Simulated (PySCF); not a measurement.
Vibration and rotation of EuB

PBE constants of EuB, 2S+1 = 11, about 6.9 electrons in the 4f shell (Mulliken) (Eu x2c-SVPall, B x2c-SVPall; spin-free X2C with a Gaussian nucleus (PySCF 2.14); masses 152.9212 and 11.0093 u):

- ωe: 451.0 cm⁻¹
- ωexe: 2.22 cm⁻¹
- Be: 0.28964 cm⁻¹
- αe: 0.00185 cm⁻¹
- D (centrifugal): 4.78e-07 cm⁻¹
- De to Eu (4f7 6s2) + B: 1.75 eV

Q: Give the vibrational terms G(v) and spacings up to v = 6.

A: G(v) = ωe(v+½) − ωexe(v+½)².

| v | G(v) (cm⁻¹) | G(v) − G(v−1) | Bv (cm⁻¹) |
| --- | --- | --- | --- |
| 0 | 224.9 |  | 0.2887 |
| 1 | 671.5 | 446.6 | 0.2869 |
| 2 | 1113.6 | 442.1 | 0.2850 |
| 3 | 1551.3 | 437.7 | 0.2832 |
| 4 | 1984.5 | 433.2 | 0.2813 |
| 5 | 2413.3 | 428.8 | 0.2795 |
| 6 | 2837.7 | 424.4 | 0.2776 |

A state of this spin cannot dissociate to the ground-state fragments, so its own limit lies higher than the one that De refers to.

These are scalar-relativistic numbers at best; spin–orbit coupling would shift them, the dissociation energy most. With d or f electrons several states lie close, and the lowest PBE0 determinant need not be the measured ground state.
